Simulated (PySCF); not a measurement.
A series of derivatives of [SiH3]C12C=CC1C=C2

Parent skeleton `[SiH3:1][C:2]12[CH:3]=[CH:4][CH:5]1[CH:6]=[CH:7]2`; one hydrogen on atom 4 is replaced by X. Hydrogens on one atom are averaged.

[PySCF 2.14.0 with density-fitted response routines: geometry: GFN2-xTB; shieldings: GIAO PBE0/pcSseg-1; no solvent; equivalent nuclei averaged; single conformer; no relativistic terms]

Chemical shifts δ = σref − σ; $^{29}$Si (349.16 ppm) and $^{13}$C (186.93 ppm) and $^{1}$H (31.72 ppm) vs TMS, all at this level.

Parent (X = H): Si1 -74.0, C2 51.8, C3 157.2, C4 150.3, C5 56.1, C6 150.3, C7 157.2, H(Si1) 4.07, H(C3) 7.02 ppm. Effects are Δδ = δ(X) − δ(H), positive for deshielding.

Four derivatives gave (Δδ, ppm):
| compound | Si1 | C2 | C3 | C4 | C5 | C6 | C7 | H(Si1) | H(C3) |
| --- | --- | --- | --- | --- | --- | --- | --- | --- | --- |
| 1 | +0.4 | -4.3 | -8.2 | +11.2 | -1.4 | -1.1 | -0.5 | -0.01 | -0.34 |
| 2 | -0.1 | -3.8 | -4.8 | +3.2 | -1.0 | -1.7 | +0.7 | +0.05 | -0.22 |
| 3 | +0.8 | -3.9 | -0.9 | +5.9 | -4.3 | -1.0 | -0.7 | +0.03 | -0.05 |
| 4 | +1.8 | -8.7 | -22.8 | +10.9 | +1.4 | -1.7 | +2.2 | +0.09 | -0.51 |

Q: Their substituents are CH2CN, CH2OCH3, CH=NH, OCHO. Which is which?

A: 1: X = CH2OCH3 (COCC1=C[C@@]2([SiH3])C=C[C@@H]12); 2: X = CH2CN (N#CCC1=C[C@@]2([SiH3])C=C[C@@H]12); 3: X = CH=NH ([H]/N=C\C1=C[C@@]2([SiH3])C=C[C@@H]12); 4: X = OCHO (O=COC1=C[C@@]2([SiH3])C=C[C@@H]12).
